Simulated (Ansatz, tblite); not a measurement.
Removing and adding an electron: Be₄ (the lowest singlet isomer of a short search). The state is a singlet with charge 0. Geometry: B3LYP/def2-TZVP. Ansatz, gas phase; energy differences of separate SCF runs; the oxidised species was run as a doublet alone; the reduced species was run as a doublet alone.

```xyz
4

Be   -0.3558   -0.6235   -1.0270
Be    1.1320    0.5032   -0.1883
Be    0.0500   -0.7898    0.9715
Be   -0.8261    0.9101    0.2438
```

The xTB rows come from tblite. Correlated methods freeze no core orbitals. In CCSD on the charge 1 doublet the largest single amplitude is 0.18, so its Hartree–Fock determinant may place the open shell otherwise than the density functionals do. The structure comes from a short search, and lower isomers may exist.

(1) Estimate orbital energies and vertical ionisation energies and electron affinities at: GFN1-xTB; GFN2-xTB; PBE/def2-TZVP; PBE/def2-TZVPD; r2SCAN/def2-TZVP; r2SCAN/def2-TZVPD; PBE0/def2-TZVP; PBE0/def2-TZVPD; CCSD/def2-TZVPP; CCSD(T)/def2-TZVPP.

## Answers

(1) 
| level | −HOMO (eV) | vertical IE (eV) | −LUMO (eV) | vertical EA (eV) | HOMO–LUMO gap (eV) | IE − EA (eV) | remarks |
| --- | --- | --- | --- | --- | --- | --- | --- |
| GFN1-xTB | 8.62 | 11.59 | 6.77 | 3.81 | 1.84 | 7.78 | – |
| GFN2-xTB | 0.67 | 5.75 | -3.21 | – | 3.88 | – | – |
| PBE/def2-TZVP | 5.29 | 7.82 | 3.66 | – | 1.63 | – | – |
| PBE/def2-TZVPD | 5.29 | – | 3.67 | 1.64 | 1.63 | – | HOMO above zero (-1 doublet) |
| r2SCAN/def2-TZVP | 5.41 | 7.67 | 3.56 | – | 1.85 | – | – |
| r2SCAN/def2-TZVPD | 5.41 | – | 3.56 | 1.70 | 1.85 | – | HOMO above zero (-1 doublet), spin-contaminated (⟨S²⟩ 0.86) (-1 doublet) |
| PBE0/def2-TZVP | 6.00 | 7.72 | 2.94 | – | 3.06 | – | – |
| PBE0/def2-TZVPD | 6.00 | – | 2.94 | 1.62 | 3.06 | – | – |
| CCSD/def2-TZVPP | – | 7.72 | – | – | – | – | large T1 (0.025) (singlet), large T1 (0.072) (+1 doublet), restricted SCF unstable (singlet), spin-contaminated (⟨S²⟩ 1.30) (+1 doublet) |
| CCSD(T)/def2-TZVPP | – | 7.96 | – | – | – | – | large T1 (0.025) (singlet), large T1 (0.072) (+1 doublet), restricted SCF unstable (singlet), spin-contaminated (⟨S²⟩ 1.30) (+1 doublet) |

Relaxing the oxidised species (B3LYP/def2-TZVP) changes its energy by -0.22 eV at PBE/def2-TZVP, so the adiabatic ionisation energy to this nearest minimum is 7.60 eV. At PBE0/def2-TZVP it is 7.52 eV.  Run but left out: HF/def2-TZVPP, HF/def2-TZVPD (singlet: restricted singlet, unstable towards broken spin symmetry); MP2/def2-TZVPP (charge +1 doublet: ⟨S²⟩ 1.30, where a pure state has 0.75); GFN2-xTB (tight binding far off the other levels); MP2/def2-TZVPD, CCSD/def2-TZVPD, CCSD(T)/def2-TZVPD (charge -1 doublet: ⟨S²⟩ 1.54, where a pure state has 0.75).   A HOMO above zero means that the electron is unbound at that level or that self-interaction error raises the level; the energy of removing that electron tells which. Raw xTB energy differences between charge states are shifted by several eV; the methods need an empirical correction for them.
